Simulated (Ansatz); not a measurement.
```xyz
2

Si    0.0000    0.0000    0.0000
O     0.0000    0.0000    1.5100
```

Basis set: cc-pVDZ (spherical functions). Left uncorrelated: 6 orbitals. Charge 0, multiplicity 1.

Computed with Ansatz (development build ahead of 0.2.0); the reference of a correlated method needn't be the lowest determinant of its kind. Restricted open shells among the atoms or ions are ROHF, correlated in semicanonical orbitals with singles.

Give the atomization energy at this shape (free ground-state atoms in the same class of orbitals less the molecule, no zero-point energy) of singlet SiO by RHF-CCSD(T), RHF-CCSD.

```json
{"method": "RHF-CCSD(T)", "atomization energy": "6.95 eV"}
{"method": "RHF-CCSD", "atomization energy": "6.68 eV"}
```

Caution: large amplitudes, a single reference is doubtful; no unrestricted run beside it, a lower state can exist; the reference determinant was not shown to be the lowest.
